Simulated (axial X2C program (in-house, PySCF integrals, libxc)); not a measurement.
Low determinants of RuP⁺ at the PBE0 level, two-component

Computed with an in-house all-electron X2C program for linear molecules (integrals from PySCF). Two-component (2c) means X2C with spin–orbit coupling and atomic mean-field two-electron Coulomb and Gaunt terms. Basis: Ru dyall-cv3z [12s12p8d5f3g], P dyall-v3z [8s7p2d1f] (cores contracted in-house); Gaussian nuclei, density fitting, unrestricted open shells. Masses: Ru 101.904 u, P 30.974 u.

Search at 2.030 Å (vertical energies from the lowest determinant):

| ΔE (eV) | state | electrons beyond evenly filled partner blocks | electrons in ±ω = 1/2, 3/2, 5/2, 7/2 |
| --- | --- | --- | --- |
| 0.00 | Ω = 3 | ω = 1/2, ω = 5/2 | 39 16 3 0 |
| 0.24 | Ω = 1 | ω = -1/2, ω = 3/2 | 39 15 4 0 |
| 0.45 | Ω = 2 | ω = -1/2, ω = 5/2 | 39 16 3 0 |
| 0.48 | Ω = 0 | none | 38 16 4 0 |
| 0.68 | Ω = 1 | ω = -3/2, ω = 5/2 | 40 15 3 0 |
| 0.69 | Ω = 2 | ω = 1/2, ω = 3/2 | 39 15 4 0 |
| 0.83 | Ω = 4 | ω = 3/2, ω = 5/2 | 38 17 3 0 |

Lowest determinant, Ω = 3 (⟨Sz⟩ = 1.00, ⟨Lz⟩ = 2.00 at PBE0): Re = 2.013 Å, ωe = 487.8 cm⁻¹.

The determinant in row 2 of the search, Ω = 1 (⟨Sz⟩ = -0.99, ⟨Lz⟩ = 1.99 at PBE0), was followed along the bond at PBE0; measured from the minimum of the lowest determinant it gives:

Te = 0.244 eV (1968 cm⁻¹), Re = 2.013 Å, ωe = 486.0 cm⁻¹.

Problem. Compare the bond of the determinant in row 2 with that of the lowest one.

Solution. At PBE0 its Re is the same within 0.001 Å and its force constant, which goes as ωe², is 0.99 times that of the lowest determinant. T0 ≈ Te + Δωe/2 = 1968 + (-1) = 1967 cm⁻¹.

The search compares states at one distance, so a state with another bond length can lie lower; it is not exhaustive and yields mostly the lowest determinant of each block pattern, so other components and higher states of one pattern are missing. These are energies of single determinants, not of spin-adapted states; PBE0 term energies can be off by some tenths of an eV, and the functional has no current term. Open-shell Ω = 0 determinants with evenly filled partner blocks cannot be reached by this program, so the Ω shown need not be the lowest component. The lowest determinant need not be the ground state where others lie within half an eV.
